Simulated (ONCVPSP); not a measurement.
**u(r) = r·R(r): atom against pseudo-atom (Ru (Z = 44))**

Columns: radius, all-electron u(r) and pseudo u(r) of the 4s shell (level -76.44 eV) of ruthenium in the configuration [Ar] 3d10 4s2 4p6 4d7 5s1; LDA (Perdew-Zunger), scalar-relativistic, ONCV scheme, ONCVPSP 4.0.1.

```
r (bohr)  all-electron  pseudo
   0.090        0.4036  0.1521
   0.180       -0.0839  0.3020
   0.270       -0.5962  0.4471
   0.360       -0.5462  0.5835
   0.450       -0.1595  0.7069
   0.540        0.3006  0.8129
   0.630        0.6897  0.8980
   0.720        0.9577  0.9600
   0.810        1.1050  0.9976
   0.900        1.1547  1.0110
   0.990        1.1334  1.0001
   1.080        1.0664  0.9659
   1.170        0.9735  0.9101
   1.260        0.8690  0.8362
   1.350        0.7627  0.7496
   1.440        0.6608  0.6572
   1.530        0.5665  0.5660
   1.620        0.4817  0.4816
   1.710        0.4068  0.4068
   1.800        0.3418  0.3417
   1.890        0.2858  0.2857
   1.980        0.2381  0.2380
   2.070        0.1977  0.1977
   2.160        0.1637  0.1637
   2.250        0.1353  0.1352
   2.340        0.1115  0.1115
```

Q: How many radial nodes do the two functions have?

A: The all-electron 4s function has n − l − 1 = 3 (the table is too coarse to show those close to the nucleus); the pseudo-wave has 0, since the states of the same l below it are removed with the core.

Q: At about which radius was the pseudo-wave matched?

A: 1.65 bohr, where the columns begin to agree (steps of 0.09 bohr).

Q: Where does each function peak?

A: Outermost all-electron maximum near 0.90 bohr, pseudo maximum near 0.90 bohr (to the table’s step).

Q: Is the pseudo-wave norm-conserving?

A: Yes: the ONCV scheme keeps the norm inside the radius equal to the all-electron one, which fixes the energy derivative of the logarithmic derivative at the level.
